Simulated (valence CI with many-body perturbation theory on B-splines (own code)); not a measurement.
Level structure of Gd XLIII

Calculated by relativistic CI+MBPT: four valence electrons over a frozen Dirac-Fock core [Ar], a basis of 9 s, 9 p, 10 d, 8 f, 5 g, 3 h, 1 i functions for each j, with the one-electron correlation potential Σ1, the two-electron term Σ2, the three-electron term Σ3, Breit, model QED; selected CI, second order for the rest (own B-spline code, finite nucleus).

No measured spectrum was set against this ion. As an estimate, large intervals hold to a few tenths of a per cent, small ones and those within an open d or f shell to about a per cent. Only levels of the ground parity were solved; by the run's estimate the other parity begins above the list, which can be wrong where configurations are misplaced.

Levels 1 to 34 of 34, with energies above the lowest level, (3d3/2^4) J=0. "Leading %" is the weight of the configuration and term that name the level; weights of strongly mixed levels are sums over their largest components and can fall short. In the jj column 3d3/2^4 stands for four electrons in 3d with j = 3/2. Lifetimes count E1, E2, E3, M1 and M2 decay at the calculated energies, and are blank where another channel may lead or the interval is too uncertain; long ones can be off by a factor of two.

| No. | Configuration | Term | J | E (eV) | Leading % | Second component | Lifetime | Leading jj |
| --- | --- | --- | --- | --- | --- | --- | --- | --- |
| 1 | 3d4 | 3P | 0 | 0.00 | 58 | 30 % 3d4 5D |  | 3d3/2^4 (98 %) |
| 2 | 3d4 | 5D | 1 | 28.94 | 62 | 38 % 3d4 3P | 2.97 μs | 3d3/2^3 3d5/2 (98 %) |
| 3 | 3d4 | 3F | 4 | 39.16 | 30 | 22 % 3d4 3H |  | 3d3/2^3 3d5/2 (97 %) |
| 4 | 3d4 | 5D | 2 | 39.82 | 49 | 14 % 3d4 3F | 66.8 μs | 3d3/2^3 3d5/2 (85 %) |
| 5 | 3d4 | 3F | 3 | 43.13 | 28 | 28 % 3d4 5D |  | 3d3/2^3 3d5/2 (88 %) |
| 6 | 3d4 | 5D | 0 | 65.33 | 64 | 21 % 3d4 1S | 970 ns | 3d3/2^2 3d5/2^2 (96 %) |
| 7 | 3d4 | 5D | 2 | 67.30 | 40 | 24 % 3d4 3F | 1.53 μs | 3d3/2^2 3d5/2^2 (88 %) |
| 8 | 3d4 | 3H | 4 | 67.68 | 40 | 40 % 3d4 5D | 2.87 μs | 3d3/2^2 3d5/2^2 (96 %) |
| 9 | 3d4 | 5D | 3 | 69.46 | 46 | 39 % 3d4 3G | 2.81 μs | 3d3/2^2 3d5/2^2 (87 %) |
| 10 | 3d4 | 3H | 5 | 72.98 | 68 | 32 % 3d4 3G | 5.39 μs | 3d3/2^2 3d5/2^2 (100 %) |
| 11 | 3d4 | 3H | 6 | 75.46 | 51 | 49 % 3d4 1I | 14.5 ms | 3d3/2^2 3d5/2^2 (99 %) |
| 12 | 3d4 | 3P | 1 | 75.99 | 46 | 36 % 3d4 3D | 2.29 μs | 3d3/2^2 3d5/2^2 (93 %) |
| 13 | 3d4 | 3G | 4 | 79.62 | 58 | 37 % 3d4 1G |  | 3d3/2^2 3d5/2^2 (97 %) |
| 14 | 3d4 | 3F | 3 | 79.94 | 44 | 28 % 3d4 3D | 3.59 μs | 3d3/2^2 3d5/2^2 (94 %) |
| 15 | 3d4 | 3D | 2 | 80.98 | 35 | 30 % 3d4 3F | 8.86 μs | 3d3/2^2 3d5/2^2 (95 %) |
| 16 | 3d4 | 3F | 2 | 91.06 | 46 | 29 % 3d4 3P | 1.61 μs | 3d3/2^2 3d5/2^2 (92 %) |
| 17 | 3d4 | 3F | 4 | 94.71 | 62 | 18 % 3d4 1G | 4.18 μs | 3d3/2^2 3d5/2^2 (83 %) |
| 18 | 3d4 | 3P | 2 | 104.57 | 43 | 31 % 3d4 1D | 15.5 μs | 3d3/2^2 3d5/2^2 (87 %) |
| 19 | 3d4 | 1G | 4 | 105.76 | 28 | 25 % 3d4 5D | 1.22 μs | 3d3/2 3d5/2^3 (81 %) |
| 20 | 3d4 | 3F | 3 | 106.01 | 46 | 24 % 3d4 5D | 1.01 μs | 3d3/2 3d5/2^3 (95 %) |
| 21 | 3d4 | 3D | 1 | 110.20 | 58 | 25 % 3d4 3P | 776 ns | 3d3/2 3d5/2^3 (95 %) |
| 22 | 3d4 | 3G | 5 | 110.50 | 68 | 32 % 3d4 3H | 2.11 μs | 3d3/2 3d5/2^3 (100 %) |
| 23 | 3d4 | 1I | 6 | 111.35 | 51 | 49 % 3d4 3H | 2.43 μs | 3d3/2 3d5/2^3 (99 %) |
| 24 | 3d4 | 3P | 0 | 112.68 | 61 | 39 % 3d4 1S | 2.26 μs | 3d3/2 3d5/2^3 (52 %) |
| 25 | 3d4 | 3F | 2 | 117.70 | 50 | 39 % 3d4 3P | 1.16 μs | 3d3/2 3d5/2^3 (88 %) |
| 26 | 3d4 | 1F | 3 | 119.32 | 36 | 36 % 3d4 3D | 1.64 μs | 3d3/2 3d5/2^3 (97 %) |
| 27 | 3d4 | 1S | 0 | 128.95 | 73 | 23 % 3d4 3P | 2.79 μs | 3d3/2^2 3d5/2^2 (46 %) |
| 28 | 3d4 | 3F | 3 | 131.24 | 66 | 30 % 3d4 1F | 2.00 μs | 3d3/2 3d5/2^3 (100 %) |
| 29 | 3d4 | 3P | 1 | 131.74 | 92 | 7 % 3d4 3D | 1.28 μs | 3d3/2 3d5/2^3 (98 %) |
| 30 | 3d4 | 1G | 4 | 132.35 | 71 | 21 % 3d4 3F | 1.44 μs | 3d3/2 3d5/2^3 (94 %) |
| 31 | 3d4 | 1D | 2 | 135.72 | 66 | 24 % 3d4 3P | 1.72 μs | 3d3/2 3d5/2^3 (75 %) |
| 32 | 3d4 | 3F | 4 | 148.74 | 48 | 21 % 3d4 1G | 737 ns | 3d5/2^4 (94 %) |
| 33 | 3d4 | 1D | 2 | 158.83 | 43 | 23 % 3d4 3D | 715 ns | 3d5/2^4 (83 %) |
| 34 | 3d4 | 1S | 0 | 180.39 | 55 | 44 % 3d4 3P | 515 ns | 3d5/2^4 (84 %) |

The ionisation energy to 3d3 4F_3/2 of the next ion comes out as 3312.3 eV (NIST: 3312 ± 4 eV (theoretical)). All 34 levels together are meant to be complete up to 187.61 eV.
